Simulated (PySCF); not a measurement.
C2H5F3O3Si.
Atom-mapped SMILES: `[OH:1][SiH2:2][O:3][CH2:4][O:5][C:6]([F:7])([F:8])[F:9]` (hydrogens: H10 on O1; H11, H12 on Si2; H13, H14 on C4)

Geometry (GFN2-xTB, Å), atoms numbered from 1 in this order:
```
atom  x, y, z in Å
O1    -1.580   -0.708    1.146
Si2   -1.829    0.586    0.208
O3    -0.396    1.036   -0.444
C4     0.470    0.299   -1.178
O5     0.983   -0.838   -0.473
C6     1.794   -0.586    0.538
F7     2.276   -1.735    1.005
F8     2.860    0.164    0.191
F9     1.246    0.048    1.578
H10   -2.246   -1.087    1.711
H11   -2.763    0.230   -0.860
H12   -2.121    1.804    0.939
H13    1.308    0.940   -1.486
H14   -0.003   -0.154   -2.058
```

Vertical excitations from PySCF (density fitting, frozen core in the response, grid level 2 and gas phase unless stated; continuum runs use non-equilibrium linear response for the excitations) on a GFN2-xTB geometry. Reference run:

```json
{"settings": "PBE0/def2-SVPD, full TDDFT, 6 singlets", "S1, eV (f)": "7.46 (0.006)", "S2, eV (f)": "7.83 (0.024)", "S3, eV (f)": "8.27 (0.016)", "S4, eV (f)": "8.49 (0.014)", "S5, eV (f)": "8.56 (0.025)", "S6, eV (f)": "8.89 (0.026)", "T1, eV (Tamm–Dancoff)": "7.08", "mean α (au)": "63.0"}
```

**Question.** What do these settings give: (1) KT2/pcSseg-1, TDA, 25 singlets; (2) BP86/aug-cc-pVDZ, energy threshold 1e-08 Eh, fitting basis def2-qzvpp-jkfit, full TDDFT, 25 singlets?

**Answer.** 
```json
{"settings": "KT2/pcSseg-1, TDA, 25 singlets", "S1, eV (f)": "7.07 (0.015)", "S2, eV (f)": "7.42 (0.011)", "S3, eV (f)": "7.52 (0.012)", "S4, eV (f)": "7.87 (0.001)", "S5, eV (f)": "7.95 (0.012)", "S6, eV (f)": "8.15 (0.010)", "T1, eV (Tamm–Dancoff)": "–", "mean α (au)": "54.9"}
{"settings": "BP86/aug-cc-pVDZ, energy threshold 1e-08 Eh, fitting basis def2-qzvpp-jkfit, full TDDFT, 25 singlets", "S1, eV (f)": "6.48 (0.003)", "S2, eV (f)": "6.83 (0.026)", "S3, eV (f)": "6.96 (0.007)", "S4, eV (f)": "7.22 (0.025)", "S5, eV (f)": "7.29 (0.001)", "S6, eV (f)": "7.43 (0.005)", "T1, eV (Tamm–Dancoff)": "–", "mean α (au)": "67.7"}
```

(1) S1 moves by -0.39 eV; functional, basis and response scheme change together, so the shift can't be laid on one. (2) S1 moves by -0.98 eV; functional and basis change together, so the shift can't be laid on one. States are counted by energy in each run and needn't keep their character from row to row.

KT2 was designed for NMR shieldings or shifts; total energies of different functionals aren't comparable.

**Question.** Which orbital pairs make up S1 in each run, and how does it sit against the orbital gap?

**Answer.** 
```json
{"settings": "PBE0/def2-SVPD, full TDDFT, 6 singlets", "S1 configurations (weight)": "H→L 0.90", "S1 (eV)": "7.46", "orbital gap (eV)": "8.85", "S1 − gap (eV)": "-1.39"}
{"settings": "KT2/pcSseg-1, TDA, 25 singlets", "S1 configurations (weight)": "H→L 0.98", "S1 (eV)": "7.07", "orbital gap (eV)": "6.95", "S1 − gap (eV)": "+0.12"}
{"settings": "BP86/aug-cc-pVDZ, energy threshold 1e-08 Eh, fitting basis def2-qzvpp-jkfit, full TDDFT, 25 singlets", "S1 configurations (weight)": "H→L 0.99", "S1 (eV)": "6.48", "orbital gap (eV)": "6.45", "S1 − gap (eV)": "+0.03"}
```

One conformer stands for the species.
